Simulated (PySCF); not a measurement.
C3H8FNSi, SMILES F[SiH2]/C=N/CC.

The structure is a stationary point at PBE-D3(BJ)/def2-SVP. The structure was generated by enumeration; whether it is a known compound was not checked. The values are those of a single conformer.

All values below come from PBE-D3(BJ)/def2-SVP in PySCF.

Frequencies are harmonic and unscaled.

```
mode  ν (cm⁻¹)  IR (km/mol)   moving atoms (share of kinetic energy)
----  --------  -----------  ---------------------------------------
1           32          1.9          F 33 %, H 28 %, C 24 %, Si 13 %
2           91          3.2   C 36 %, H 22 %, N 19 %, Si 13 %, F 9 %
3           97          6.6           N 27 %, C 26 %, H 21 %, F 20 %
4          155          2.1                           C 53 %, H 41 %
5          230          3.4                           H 68 %, F 13 %
6          267          2.3  F 24 %, C 24 %, H 23 %, N 17 %, Si 12 %
7          383          8.2          H 31 %, N 27 %, C 24 %, Si 17 %
8          427          5.4                   C 37 %, H 30 %, N 25 %
9          591         53.1                          H 70 %, Si 17 %
10         702         13.7                                   H 92 %
11         756         13.7                  H 40 %, C 39 %, Si 16 %
12         801          5.7                           H 75 %, C 18 %
13         832         12.8                  F 42 %, H 38 %, Si 15 %
14         865         61.5                   H 45 %, C 28 %, N 18 %
15         894        247.0                          H 70 %, Si 14 %
16         896         32.9                           H 68 %, C 25 %
17         932        129.4                          H 76 %, Si 17 %
18        1037         12.9                   C 59 %, H 30 %, N 11 %
19        1081          7.3                    H 46 %, C 45 %, N 9 %
20        1122          7.2                   H 54 %, C 36 %, N 10 %
21        1227          0.4                           H 87 %, C 12 %
22        1264         20.4                    H 74 %, C 17 %, N 8 %
23        1308         20.2                           H 72 %, C 26 %
24        1341         10.6                           H 74 %, C 26 %
25        1405         11.3                                   H 94 %
26        1410          4.7                                   H 96 %
27        1432          2.9                                   H 94 %
28        1668          5.4                           C 51 %, N 47 %
29        2182         70.3                                   H 98 %
30        2191        124.9                                   H 95 %
31        2852         61.6                                   H 92 %
32        2882         61.0                                   H 94 %
33        2979         17.4                                   H 97 %
34        2985         13.8                            H 92 %, C 8 %
35        3072         15.8                            H 91 %, C 9 %
36        3080         12.8                            H 91 %, C 9 %
```
